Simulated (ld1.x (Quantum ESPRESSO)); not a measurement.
**Ga (Z = 31): one change to a TM potential, before and after**

ld1.x (Quantum ESPRESSO) 7.5 input, shortened:

```
&input
   title='Ga', zed=31., rel=1, dft='PBE', iswitch=3,
   config='[Ar] 3d10 4s1 4p2'
 /
 &inputp
   pseudotype=2, tm=.true., lloc=1,
   nlcc=.true., new_core_ps=.true., rcore=0.80
 /
2
4S  1  0   1.00   0.00  1.70  1.70  0.0
4P  2  1   2.00   0.00  2.25  2.25  0.0
 &test
   configts(1)='4s1 4p2'
 /
```

Change: reference 4s2 4p1.

Cutoffs: the cutoffs (Ry, on a coarse ladder) from which the occupation-weighted sum of valence levels, in a spherical-Bessel basis at the reference potential, stays within 10 and 1 mRy of its value at 400 Ry; they do not see the model core or the augmentation charge, which bear on the density cutoff. Errors are all-electron minus pseudo energies relative to the spin-unpolarised reference configuration.

Question: What does the change do?

Answer: The potential gets harder (12 Ry and 35 Ry → 15 Ry and 35 Ry); both files keep a bound ghost (s).

| quantity | base | changed |
| --- | --- | --- |
| cutoff, loose | 12 Ry | 15 Ry |
| cutoff, tight | 35 Ry | 35 Ry |
| bound ghosts | s | s |
| largest error over its own tests, meV | -97 | -202 |
| s: phases at 2.45 bohr within 0.05 rad from the reference energy up to (Ry; the scan ends near 5) | 2.6 | 2.7 |
| p: phases at 2.45 bohr within 0.05 rad from the reference energy up to (Ry; the scan ends near 5) | 3.6 | 3.7 |

 A true bound ghost makes a file unfit for plane-wave use even where its test errors are small: the radial tests pick states by their node count and pass the ghost by.
